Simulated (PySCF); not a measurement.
trichloro(chlorosilyl)silane (Cl₄H₂Si₂), SMILES [SiH2]([Si](Cl)(Cl)Cl)Cl. Heavy atoms are numbered as in [SiH2:1]([Cl:2])[Si:3]([Cl:4])([Cl:5])[Cl:6]. Hydrogens are named by the atom that carries them.

Geometry: r2SCAN-D4/def2-SVP. One conformer was computed; it need not be the lowest.

All values below come from HF/pcSseg-1 (PySCF).

GIAO shieldings, no solvent; atoms alike by connectivity are averaged. δ = σ(ref) − σ: ²⁹Si against TMS (σ = 393.8 ppm); ³⁵Cl against HCl (σ = 958.2 ppm); ¹H against TMS (σ = 31.99 ppm), references at their B3LYP-D3(BJ)/def2-TZVP geometries, non-relativistic (without spin–orbit terms, shifts of atoms bonded to Cl or Br come out too high).

| atoms | nucleus | count | δ (ppm) |
|---|---|---|---|
| Si3 | ²⁹Si | 1 | 28.1 |
| Si1 (SiH2) | ²⁹Si | 1 | … |
| Cl4 | ³⁵Cl | 3 | 77.5 |
| Cl2 | ³⁵Cl | 1 | … |
| H on Si1 | ¹H | 2 | 4.97 |

Problem. Some entries are withheld; supply them. (An estimate is asked for; the answer gives what the named calculation found.)

Solution. 
- Cl2, δ (ppm): -118.7
- Si1 (SiH2), δ (ppm): -27.3
